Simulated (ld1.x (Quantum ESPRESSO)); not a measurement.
## Os: PAW pseudisation with PBEsol, scalar-relativistic reference atom.

```json
{
  "Element": "Os",
  "Generator": "ld1.x (Quantum ESPRESSO) 7.5",
  "Type": "PAW",
  "Functional": "PBEsol",
  "Relativity": "scalar-relativistic",
  "Frozen core": "[Kr] 4d10 4f14 5s2",
  "Valence charge": "14",
  "Reference configuration": "5p6 5d6 6s1 6p0 (charge +1)",
  "Partial waves": "6s (bound): rcut 2.20, rcutus 2.30 bohr; 6s channel at 1.45 Ry: rcut 2.20, rcutus 2.30 bohr; 5p (bound): rcut 1.55, rcutus 1.90 bohr; 6p (bound, empty): rcut 1.55, rcutus 1.90 bohr; 5d (bound): rcut 1.70, rcutus 2.05 bohr; 5d channel at 2.25 Ry: rcut 1.70, rcutus 2.05 bohr",
  "Local potential": "all-electron potential smoothed inside 2.15 bohr (lloc = -1)",
  "Core correction": "a·sin(br)/r model core inside 0.95 bohr",
  "Augmentation charge": "GAUSS, radius 1.75 bohr"
}
```

All-electron outer shells of the reference configuration (PBEsol, scalar-relativistic, ld1.x):

```tsv
shell	level (eV)	outermost node (bohr)	outermost maximum (bohr)
4f	-60.07	–	0.40
5p	-58.95	0.55	1.03
5d	-14.18	0.60	1.36
6s	-13.19	1.20	2.39
6p	-7.06	1.42	3.10
```

Q: Estimate the cutoffs (Ry, on a coarse ladder) from which the occupation-weighted sum of valence levels, in a spherical-Bessel basis at the reference potential, stays within 10 and 1 mRy of its value at 400 Ry.

A: 25 Ry and 45 Ry.

Q: What does a ghost test show?

A: No extra level below or beside the all-electron valence levels (s, p, d, f tested).

Q: Is the overlap operator S = 1 + Σ q|β⟩⟨β| positive definite (Bessel basis up to 400 Ry)?

A: Yes: its lowest eigenvalue is 0.11 (p channel).

Q: Tests: 5p6 5d6 6s2 6p0; 5p6 5d6 6s0 6p0; 5p6 5d5 6s0 6p0; 5p6 5d7 6s0 6p0; 5p6 5d5 6s2 6p1; 5p6 5d4 6s0 6p0; 5p6 5d6 6s1 6p1. Which has the largest error in its energy relative to the reference configuration, and how large is it?

A: 5p6 5d4 6s0 6p0, with -89 meV (all-electron minus pseudo) on +87.33 eV.
